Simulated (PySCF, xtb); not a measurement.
C4H5FO, SMILES C1[C@@H](C(C1)=O)F.

Harmonic wavenumbers (cm⁻¹) from GFN2-xTB (xtb) at its own minimum, in rising order: 83, 217, 362, 451, 560, 659, 754, 805, 945, 987, 1016, 1048, 1083, 1120, 1156, 1167, 1209, 1231, 1282, 1415, 1462, 1874, 2924, 3004, 3018, 3038, 3043.

Task: What does PBE-D3(BJ)/def2-SVP (PySCF) give at its own minimum? (An estimate is asked for; the answer gives what the named calculation found.)

Result: 126, 204, 344, 431, 557, 645, 704, 760, 889, 922, 976, 1030, 1043, 1129, 1145, 1178, 1193, 1209, 1331, 1362, 1411, 1861, 2944, 3004, 3021, 3073, 3095. Paired by order, the mean absolute difference is 28 cm⁻¹ and the zero-point energies are 51.3 and 50.9 kcal/mol.
